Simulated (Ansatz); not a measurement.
Input for Ansatz (development build ahead of 0.2.0):

```yaml
crystal:
  periodic: [false, false, false]
  atoms:
    - { symbol: Ni, position_ang: [0.0, 0.0, 0.0] }
    - { symbol: O, position_ang: [0.0, 1.40478, 0.65506] }
    - { symbol: F, position_ang: [0.0, -1.55885, 0.7269] }
basis:
  gaussian: { orbitals: pcseg-2 }
magnetization:
  spin_polarized: true
  initial_magnetization: 3
hamiltonian:
  xc: r2scan
```

The input is written out in the form of the current development build from the run's settings.

Output:

```
Converged                       : yes
Total energy                    : -1683.37794 hartree
Spin squared of the determinant : 3.763
Stability test                  : minimum
```

Caution: other spin multiplicities were not run.
